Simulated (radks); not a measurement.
The mean radii <r> (bohr) of the occupied orbitals of an atom or ion are listed with their occupations. Method: non-relativistic Kohn-Sham, exchange-only r2SCAN, spin-polarised, spherical densities, point nucleus; meta-GGA in the generalised Kohn-Sham scheme; computed with a radial shooting solver on a logarithmic mesh with Libxc functionals.

| orbital | occ. | <r> |
|---|---|---|
| 1s up | 1 | 0.02409 |
| 1s down | 1 | 0.02409 |
| 2s up | 1 | 0.1026 |
| 2s down | 1 | 0.1026 |
| 2p up | 3 | 0.08709 |
| 2p down | 3 | 0.08709 |
| 3s up | 1 | 0.2652 |
| 3s down | 1 | 0.2649 |
| 3p up | 3 | 0.2551 |
| 3p down | 3 | 0.2548 |
| 3d up | 5 | 0.2271 |
| 3d down | 5 | 0.2268 |
| 4s up | 1 | 0.5970 |
| 4s down | 1 | 0.5973 |
| 4p up | 3 | 0.6113 |
| 4p down | 3 | 0.6118 |
| 4d up | 5 | 0.6465 |
| 4d down | 5 | 0.6481 |
| 5s up | 1 | 1.390 |
| 5s down | 1 | 1.416 |
| 5p up | 3 | 1.515 |
| 5p down | 3 | 1.547 |
| 4f up | 5 | 0.7858 |

Name the element and its charge. Open shells, if any, are filled with parallel spins first.

Answer. Z = 63, europium, charge +4: Eu4+ in [Xe] 4f5. The 1s radius gives Z: for a bare nucleus <r> = 1.5/Z, 0.02381 bohr for Z = 63, and screening makes it slightly larger (0.02409 here). The occupations add up to 59, and the charge is Z minus that.
